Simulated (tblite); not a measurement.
Compound: C₈H₉OP.
SMILES with atom numbers: `[CH3:1][C:2](=[O:3])[c:4]1[cH:5][cH:6][cH:7][c:8]([CH3:9])[p:10]1` (hydrogens: H11, H12, H13 on C1; H14 on C5; H15 on C6; H16 on C7; H17, H18, H19 on C9)

Structure optimised with GFN2-xTB, isolated species.

Q: Give the optimised bond lengths and angles.

A: 
```json
{"bond": "C1–C2", "length (pm)": "150.6"}
{"bond": "C2=O3", "length (pm)": "121.5"}
{"bond": "C2–C4", "length (pm)": "147.3"}
{"bond": "C4–C5", "length (pm)": "138.9"}
{"bond": "C5–C6", "length (pm)": "138.0"}
{"bond": "C6–C7", "length (pm)": "139.0"}
{"bond": "C7–C8", "length (pm)": "137.9"}
{"bond": "C8–C9", "length (pm)": "150.2"}
{"bond": "C8–P10", "length (pm)": "175.5"}
{"bond": "C4–P10", "length (pm)": "175.2"}
{"bond": "C1–H11, C1–H12, C1–H13", "length (pm)": "108.8"}
{"bond": "C5–H14", "length (pm)": "108.1"}
{"bond": "C6–H15", "length (pm)": "108.1"}
{"bond": "C7–H16", "length (pm)": "108.4"}
{"bond": "C9–H17, C9–H18, C9–H19", "length (pm)": "108.9"}
```

Bonds in one row agree within 1 pm and their mean is given. A selection of angles:
```json
{"angle": "C1–C2–O3", "degrees": "122.1"}
{"angle": "C1–C2–C4", "degrees": "119.0"}
{"angle": "O3–C2–C4", "degrees": "118.8"}
{"angle": "C2–C4–C5", "degrees": "124.2"}
{"angle": "C2–C4–P10", "degrees": "110.3"}
{"angle": "C5–C4–P10", "degrees": "125.5"}
{"angle": "C4–C5–C6", "degrees": "122.9"}
{"angle": "C5–C6–C7", "degrees": "122.9"}
{"angle": "C6–C7–C8", "degrees": "124.6"}
{"angle": "C7–C8–C9", "degrees": "119.7"}
{"angle": "C7–C8–P10", "degrees": "124.2"}
{"angle": "C9–C8–P10", "degrees": "116.2"}
{"angle": "C4–P10–C8", "degrees": "99.9"}
```

Dihedral angles: C1–C2–C4–C5 1° (synperiplanar). The mirror-image conformer, all signs reversed, is as good.

The 10 heavy atoms lie in one plane (0.006 Å rms). Of the pairs four or more bonds apart, C1···H14 is among the closest relative to their van der Waals radii: 2.62 Å, 90 % of the sum of Bondi's values. The 6-membered ring C4–C5–C6–C7–C8–P10 has internal angles of 99.9° to 125.5° (sum 720°, against 720° for a flat polygon); it is planar, 0.00 Å rms from its mean plane, widest ring torsion 0°. P10 (phosphorus bonded to 2 C) is bent (angle 99.9°). The C–C distances run from 1.379 Å (C7–C8, aromatic) to 1.506 Å (C1–C2, drawn single), a spread of 0.127 Å.

Point group: near Cs, missed by 0.20 Å at most; the miss may be what the optimiser left on a soft mode. GFN2-xTB frequencies show an imaginary mode (74i cm⁻¹), so the point is no minimum at that level.

These are computed values.
